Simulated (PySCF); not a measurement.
Species: C5H6O2.
Atom-mapped SMILES: `[CH2:1]=[CH:2][C:3](=[CH2:4])[O:5][CH:6]=[O:7]` (hydrogens: H8, H9 on C1; H10 on C2; H11, H12 on C4; H13 on C6)

The same species was optimised twice, with GFN2-xTB and with PBE0-D3(BJ)/def2-SVP (PySCF), and the same property calculations (PySCF, gas phase) were run on both structures.

| coordinate | GFN2-xTB | PBE0-D3(BJ)/def2-SVP | change |
| --- | --- | --- | --- |
| O5–C6 (Å) | 1.322 | 1.340 | +0.018 |
| C3–O5 (Å) | 1.398 | 1.382 | -0.016 |
| C3=C4 (Å) | 1.331 | 1.342 | +0.011 |
| C1=C2 (Å) | 1.327 | 1.337 | +0.010 |
| C2–C3 (Å) | 1.458 | 1.461 | +0.003 |
| C6=O7 (Å) | 1.193 | 1.193 | 0.000 |
| C3–O5–C6 (°) | 122.5 | 125.5 | +3.0 |
| C4–C3–O5 (°) | 123.4 | 125.7 | +2.3 |
| C2–C3–O5 (°) | 113.2 | 111.2 | -2.0 |
| O5–C6–O7 (°) | 128.7 | 127.6 | -1.1 |
| C1–C2–C3 (°) | 124.6 | 125.3 | +0.7 |
| C2–C3–C4 (°) | 123.4 | 123.1 | -0.3 |
| C1–C2–C3–C4 (°) | 180 | 180 | 0 |
| C2–C3–O5–C6 (°) | -148 | -176 | -28 |
| C3–O5–C6–O7 (°) | 1 | 0 | -1 |

Rotational constants: A = 5483, B = 1937, C = 1498 MHz (GFN2-xTB) against A = 5911, B = 1871, C = 1422 MHz (PBE0-D3(BJ)/def2-SVP). Atoms that the bonding makes alike are paired by their places after alignment.

On the GFN2-xTB structure: lowest triplet, Tamm–Dancoff (eV) 3.35 [wB97X-D/def2-SVPD]; isotropic polarisability (au) 70.2 [wB97X-D/def2-SVPD]; HOMO (eV) -8.88 [wB97X-D/def2-SVPD]; LUMO (eV) 0.53 [wB97X-D/def2-SVPD]; dipole (D) 2.00 [wB97X-D/def2-SVPD]; HOMO (eV) -7.07 [PBE0/pcSseg-1]; LUMO (eV) -1.16 [PBE0/pcSseg-1]; dipole (D) 1.91 [PBE0/pcSseg-1]; GIAO shielding of C1 (ppm) 64.4 [PBE0/pcSseg-1]; GIAO shielding of C2 (ppm) 46.6 [PBE0/pcSseg-1]; GIAO shielding of C3 (ppm) 29.0 [PBE0/pcSseg-1]; GIAO shielding of C4 (ppm) 72.5 [PBE0/pcSseg-1]; GIAO shielding of O5 (ppm) 93.7 [PBE0/pcSseg-1]; GIAO shielding of C6 (ppm) 24.2 [PBE0/pcSseg-1]; GIAO shielding of O7 (ppm) -116.3 [PBE0/pcSseg-1].

Q: What do these properties become on the PBE0-D3(BJ)/def2-SVP structure?

A: 
```tsv
property	level	on GFN2-xTB	on PBE0-D3(BJ)/def2-SVP	change
lowest triplet, Tamm–Dancoff (eV)	wB97X-D/def2-SVPD	3.35	3.30	-0.05
isotropic polarisability (au)	wB97X-D/def2-SVPD	70.2	71.6	+1.4
HOMO (eV)	wB97X-D/def2-SVPD	-8.88	-8.81	+0.07
LUMO (eV)	wB97X-D/def2-SVPD	0.53	0.52	-0.01
dipole (D)	wB97X-D/def2-SVPD	2.00	1.92	-0.08
energy, GFN2-xTB geometry as zero (kcal/mol)	wB97X-D/def2-SVPD	0.0	-1.1	-1.1
HOMO (eV)	PBE0/pcSseg-1	-7.07	-7.00	+0.07
LUMO (eV)	PBE0/pcSseg-1	-1.16	-1.18	-0.02
dipole (D)	PBE0/pcSseg-1	1.91	1.84	-0.07
energy, GFN2-xTB geometry as zero (kcal/mol)	PBE0/pcSseg-1	0.0	-1.0	-1.0
GIAO shielding of C1 (ppm)	PBE0/pcSseg-1	64.4	61.9	-2.5
GIAO shielding of C2 (ppm)	PBE0/pcSseg-1	46.6	43.9	-2.7
GIAO shielding of C3 (ppm)	PBE0/pcSseg-1	29.0	26.3	-2.7
GIAO shielding of C4 (ppm)	PBE0/pcSseg-1	72.5	73.2	+0.7
GIAO shielding of O5 (ppm)	PBE0/pcSseg-1	93.7	89.6	-4.1
GIAO shielding of C6 (ppm)	PBE0/pcSseg-1	24.2	23.3	-0.9
GIAO shielding of O7 (ppm)	PBE0/pcSseg-1	-116.3	-131.2	-14.9
```

The heavy atoms differ by 0.241 Å rms after alignment. Among bonds between heavy atoms O5–C6 changes most (+0.018 Å). Changes are differences of the printed values. Neither structure is proved a minimum here.

Conformer computed: `[CH2:1]=[CH:2][C:3](=[CH2:4])[O:5][CH:6]=[O:7]`: C1–C2–C3–C4 180°, C2–C3–O5–C6 -176°, C3–O5–C6–O7 0°.

The pairwise dispersion term of wB97X-D wasn't added to the energies; at a given geometry it leaves orbitals and properties as they are.
